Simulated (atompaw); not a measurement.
# Before and after: PAW (atompaw) potential for tungsten

atompaw 4.2.0.5 input, output lines left out:

```
W 74
LDA-PW scalarrelativistic loggrid 2001 logderivrange -8 5 326
6 6 5 4 0 0
6 0 1.5
6 1 0
5 2 4
0 0 0
c
c
c
c
v
v
c
c
c
v
v
c
c
v
c
2
2.95 2.80 2.80 2.45
n
n
y
0.05
n
custom rrkj vanderbiltortho besselshape
bessel
1.75
2.95
2.25
2.95
2.95
2.95
```

All-electron outer shells of the reference configuration (LDA (PW92), scalar-relativistic, ld1.x):

| shell | level (eV) | outermost node (bohr) | outermost maximum (bohr) |
| --- | --- | --- | --- |
| 5s | -82.93 | 0.53 | 0.96 |
| 5p | -47.03 | 0.57 | 1.09 |
| 4f | -37.09 | – | 0.43 |
| 6s | -9.10 | 1.28 | 2.61 |
| 5d | -8.21 | 0.63 | 1.49 |
| 6p | -4.11 | 1.53 | 3.48 |

Change: wave 5d channel at 0.05 Ry: rc 2.95 bohr becomes 5d channel at 2.6 Ry: rc 2.95 bohr.

Cutoffs: the cutoffs (Ry, on a coarse ladder) from which the occupation-weighted sum of valence levels, in a spherical-Bessel basis at the reference potential, stays within 10 and 1 mRy of its value at 400 Ry; they do not see the model core or the augmentation charge, which bear on the density cutoff.

Task: What does the change do?

Result: The potential gets neither clearly harder nor softer (18 Ry and 35 Ry → 18 Ry and 35 Ry); the s channel sets the loose cutoff, while the largest relative change is in d, which becomes harder; the range in which the d phases agree narrows (upper end at the end of the scan → 1.0); neither file shows a bound ghost.

| quantity | base | changed |
| --- | --- | --- |
| cutoff, loose | 18 Ry | 18 Ry |
| cutoff, tight | 35 Ry | 35 Ry |
| loose cutoff by channel (10 mRy a level) | s 18 Ry, p 15 Ry, d 8 Ry | s 18 Ry, p 15 Ry, d 10 Ry |
| bound ghosts | none | none |
| s: phases at 2.97 bohr within 0.05 rad from the reference energy up to (Ry; the scan ends near 5) | 1.9 | 1.9 |
| p: phases at 2.97 bohr within 0.05 rad from the reference energy up to (Ry; the scan ends near 5) | 3.9 | 3.9 |
| d: phases at 2.97 bohr within 0.05 rad from the reference energy up to (Ry; the scan ends near 5) | to the end of the scan | 1.0 |
| lowest overlap eigenvalue by channel | s 0.37, p 0.62, d 0.24 | s 0.37, p 0.62, d 0.84 |

 The cutoffs see the waves, projectors and local potential, not the compensation charge or the core.
